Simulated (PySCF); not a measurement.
## Cd²⁺ (cadmium, charge +2): UHF calculation

Configuration: [Kr] 4d9 5p1, one real determinant (an excited configuration). Calculation: PySCF 2.14, in aug-cc-pwCVTZ-PP with ECP28MDF (8s8p7d4f3g, 122 functions); scalar relativity through the core potential.

```json
{
 "Total energy": "-165.400304 hartree",
 "One-electron energy": "-279.3622 hartree",
 "Hartree (Coulomb) energy": "127.8975 hartree",
 "Exchange energy": "-13.9356 hartree",
 "⟨S²⟩": "2.0022",
 "⟨L²⟩": "8.032",
 "Sum of ⟨r⟩": "21.47 bohr",
 "Sum of ⟨r²⟩": "33.22 bohr²",
 "Traceless quadrupole moment −½Σ⟨3z² − r²⟩ along its main axis": "-3.59 e·bohr²"
}
```

| shell | electrons | mean orbital energy (eV) | spread (eV) | rms radius, mean of both spins (bohr) |
| --- | --- | --- | --- | --- |
| 4s α | 1 | -157.96 | 0 | 0.943 |
| 4s β | 1 | -155.40 | 0 | 0.943 |
| 4p α | 3 | -112.52 | 1.978 | 1.03 |
| 4p β | 3 | -109.46 | 2.066 | 1.03 |
| 4d α | 5 | -45.109 | 2.066 | 1.30 |
| 4d β | 4 | -43.790 | 0.933 | 1.30 |
| 5p α | 1 | -19.712 | 0 | 3.14 |

⟨L²⟩ = 8.03 against 12 for a pure F term, so this real determinant mixes terms. Energies and moments cover only the electrons outside the core potential.
